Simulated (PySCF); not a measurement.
## Dipole response of C⁺ (carbon, charge +1)

[He] 2s2 2p1, 2P determinant. Calculation: PySCF 2.14, in dyall-av2z (11s7p2d, 42 functions); the non-relativistic Hamiltonian (point nucleus). Coupled (time-dependent) response in atomic units; α is the mean over directions. A double-zeta set is small for polarisabilities.

```
method  mean α (bohr³)         α xx, yy, zz  C₆ (like pair)  S(−4)
   UHF           6.291  6.365, 6.143, 6.365           14.91  39.78
   PBE           6.080  6.121, 5.998, 6.121           14.60  28.21
  PBE0           6.063  6.121, 5.946, 6.121           14.50  28.67
 B97-3           5.972  6.045, 5.827, 6.045           14.19  27.10
   M06           6.031  6.068, 5.956, 6.068           14.11  28.86
```

S(−4) is the Cauchy moment in α(ω) = α(0) + S(−4) ω² + …

α(iu) at PBE0:

```csv
u (hartree),α(iu) (bohr³)
0,6.063
0.0500,5.993
0.100,5.795
0.200,5.155
0.300,4.407
0.500,3.115
0.750,2.074
1.00,1.459
1.50,0.8280
2.00,0.5321
3.00,0.2734
5.00,0.1136
```

A single London oscillator, α(iu) = α/(1 + u²/ω²), gives C₆ = (3/4) ω α². Matching the computed C₆ needs ω = 4 × 14.50 / (3 × 6.063²) = 0.526 hartree.

For an ion, C₆ is the dispersion term alone; charge-induced terms of lower order in 1/R come first.

The components differ because the open shell of this determinant is not spherical; for a pure term their mean is the scalar polarisability.
